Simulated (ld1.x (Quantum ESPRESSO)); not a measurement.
# Ge (Z = 32): ultrasoft pseudisation with PBE, scalar-relativistic reference atom.

```json
{
  "Element": "germanium",
  "Generator": "ld1.x (Quantum ESPRESSO) 7.5",
  "Type": "ultrasoft",
  "Functional": "PBE",
  "Relativity": "scalar-relativistic",
  "Frozen core": "[Ar]",
  "Valence charge": "14",
  "Reference configuration": "3d10 4s2 4p0 (charge +2)",
  "Partial waves": "4s (bound): rcut 1.40, rcutus 1.70 bohr; 4s channel at -1.75 Ry: rcut 1.40, rcutus 1.70 bohr; 4p (bound, empty): rcut 1.10, rcutus 1.50 bohr; 4p channel at -1.1 Ry: rcut 1.10, rcutus 1.50 bohr; 3d (bound): rcut 1.15, rcutus 1.30 bohr; 3d channel at -2.85 Ry: rcut 1.15, rcutus 1.30 bohr",
  "Local potential": "all-electron potential smoothed inside 1.35 bohr (lloc = -2)",
  "Core correction": "none",
  "Augmentation charge": "PSQ, inside the norm-conserving radii"
}
```

* Cutoffs needed: 90 Ry and 140 Ry (the cutoffs (Ry, on a coarse ladder) from which the occupation-weighted sum of valence levels, in a spherical-Bessel basis at the reference potential, stays within 10 and 1 mRy of its value at 400 Ry)
* Ghost test: ghost state, extra bound levels that the all-electron valence spectrum of the same l lacks: p at -29.4 eV; a true bound ghost makes a file unfit for plane-wave use (spherical-Bessel basis up to 400 Ry, 20 bohr box)
* Largest excitation error: +189 meV (all-electron minus pseudo) for 3d10 4s0 4p0, out of 7 test configurations
* Lowest eigenvalue of the overlap operator: 0.43 (s channel)
* Density cutoff estimated by the generator: 325 Ry
